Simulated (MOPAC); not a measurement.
MOPAC input (PM3):

```
PM3 1SCF CHARGE=-1 GEO-OK AUX(PRECISION=9) THREADS=1
H7N2Si2

N    -2.00721200 1   -0.69087200 1   -0.30421500 1
Si   -1.01650900 1    0.64555800 1    0.26177100 1
N     0.59243300 1    0.32466100 1    0.66963300 1
Si    1.75556400 1   -0.42753300 1   -0.54790800 1
H    -1.67982700 1   -1.01937400 1   -1.20736600 1
H    -1.98158800 1   -1.49111400 1    0.31867800 1
H    -1.71431300 1    1.17835000 1    1.47719200 1
H    -1.17701600 1    1.64239400 1   -0.83408900 1
H     0.87162100 1    0.45412700 1    1.63166300 1
H     3.01809700 1    0.39548200 1   -0.21633800 1
H     2.21970900 1   -1.64874600 1    0.27825200 1
```

From the output:

```
                                                       MOPAC v23.2.5 Linux

          FINAL HEAT OF FORMATION =        -51.16735 KCAL/MOL =    -214.08421 KJ/MOL

          COSMO AREA              =        138.39 SQUARE ANGSTROMS
          COSMO VOLUME            =        134.49 CUBIC ANGSTROMS

          IONIZATION POTENTIAL    =          2.704972 EV
          HOMO LUMO ENERGIES (EV) =         -2.705  4.528
          NO. OF FILLED LEVELS    =         13
          MOLECULAR WEIGHT        =         91.2397         POINT GROUP:  C1

          MOLECULAR DIMENSIONS (Angstroms)

            Atom       Atom       Distance
            H    10    H     6     5.37051
            H    11    H     8     4.47378
            H     7    H     5     3.22997

          SCF CALCULATIONS        =          1

   ATOM   CHEMICAL          X               Y               Z
  NUMBER   SYMBOL      (ANGSTROMS)     (ANGSTROMS)     (ANGSTROMS)

     1       N         -2.00721200  *  -0.69087200  *  -0.30421500  *
     2      Si         -1.01650900  *   0.64555800  *   0.26177100  *
     3       N          0.59243300  *   0.32466100  *   0.66963300  *
     4      Si          1.75556400  *  -0.42753300  *  -0.54790800  *
     5       H         -1.67982700  *  -1.01937400  *  -1.20736600  *
     6       H         -1.98158800  *  -1.49111400  *   0.31867800  *
     7       H         -1.71431300  *   1.17835000  *   1.47719200  *
     8       H         -1.17701600  *   1.64239400  *  -0.83408900  *
     9       H          0.87162100  *   0.45412700  *   1.63166300  *
    10       H          3.01809700  *   0.39548200  *  -0.21633800  *
    11       H          2.21970900  *  -1.64874600  *   0.27825200  *

                             CARTESIAN COORDINATES

   1    N       -2.007212000    -0.690872000    -0.304215000
   2   Si       -1.016509000     0.645558000     0.261771000
   3    N        0.592433000     0.324661000     0.669633000
   4   Si        1.755564000    -0.427533000    -0.547908000
   5    H       -1.679827000    -1.019374000    -1.207366000
   6    H       -1.981588000    -1.491114000     0.318678000
   7    H       -1.714313000     1.178350000     1.477192000
   8    H       -1.177016000     1.642394000    -0.834089000
   9    H        0.871621000     0.454127000     1.631663000
  10    H        3.018097000     0.395482000    -0.216338000
  11    H        2.219709000    -1.648746000     0.278252000

           Empirical Formula: H7 N2 Si2  =    11 atoms

      MOLECULAR POINT GROUP   :   C1

                  EIGENVALUES
 -24.09275 -22.48963 -12.08712 -11.92253 -10.42662 -10.22915  -8.74728  -7.84092
  -6.48369  -6.39235  -5.55321  -4.01494  -2.70497   4.52805   4.92683   5.34232
   5.80068   6.57441   6.74619   7.14479   8.31844   9.21192   9.71077

              NET ATOMIC CHARGES AND DIPOLE CONTRIBUTIONS

  ATOM NO.   TYPE          CHARGE      No. of ELECS.   s-Pop       p-Pop
    1          N          -0.214596        5.2146     1.47831     3.73628
    2         Si           0.435235        3.5648     1.01108     2.55369
    3          N          -0.306945        5.3069     1.39250     3.91445
    4         Si          -0.356263        4.3563     1.58485     2.77141
    5          H           0.050940        0.9491     0.94906
    6          H           0.020177        0.9798     0.97982
    7          H          -0.159783        1.1598     1.15978
    8          H          -0.121834        1.1218     1.12183
    9          H           0.036947        0.9631     0.96305
   10          H          -0.186962        1.1870     1.18696
   11          H          -0.196915        1.1969     1.19691
 DIPOLE           X         Y         Z       TOTAL
 POINT-CHG.    -7.161     1.366     0.045     7.291
 HYBRID         2.097    -0.200     4.016     4.535
 SUM           -5.064     1.166     4.060     6.595

          ATOMIC ORBITAL ELECTRON POPULATIONS

     Atom    s        px        py        pz
    1  N   1.47831   1.59739   1.09983   1.03907
    2 Si   1.01108   0.80597   0.87190   0.87582
    3  N   1.39250   1.10237   1.73862   1.07346
    4 Si   1.58485   0.80427   0.84266   1.12448
    5  H   0.94906
    6  H   0.97982
    7  H   1.15978
    8  H   1.12183
    9  H   0.96305
   10  H   1.18696
   11  H   1.19691

 **********************
 *                    *
 * JOB ENDED NORMALLY *
 *                    *
 **********************

 == MOPAC DONE ==
```

The dipole moment of an ion depends on the origin.

The geometry given is a B3LYP-D3(BJ)/def2-TZVP minimum.
